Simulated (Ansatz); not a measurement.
Cartesian coordinates in Å:
```
C 1.410 -0.856 -1.961
C 0.437 0.122 -1.325
C 0.082 -0.246 0.106
C -0.890 0.730 0.744
C -1.288 0.386 2.158
Br 0.209 0.515 3.408
H 2.345 -0.903 -1.396
H 1.654 -0.570 -2.986
H 0.992 -1.866 -1.988
H -0.478 0.175 -1.926
H 0.867 1.130 -1.339
H 0.995 -0.294 0.709
H -0.351 -1.255 0.127
H -1.817 0.757 0.154
H -0.478 1.743 0.718
H -2.039 1.068 2.550
H -1.648 -0.638 2.247
```

Total charge 0; spin multiplicity 1.

Q: List the PBE0/def2-TZVPP orbital energies in eV (Ansatz). (Best estimate.)

A: The calculation gave: Occupied: -13149.74, -1704.63, -1535.20, -1535.11, -1535.10, -279.68, -278.44, -278.08, -278.06, -277.81, -238.45, -178.88, -178.59, -178.58, -72.36, -72.28, -72.27, -72.04, -72.04, -23.31, -22.13, -20.66, -18.88, -16.90, -16.32, -13.63, -13.05, -12.40, -11.97, -11.60, -10.78, -10.38, -9.67, -9.49, -9.38, -9.19, -7.83, -7.75. Lowest empty: 0.21, 1.18, 1.59, 1.96, 2.31, 2.53, 3.12, 3.37.
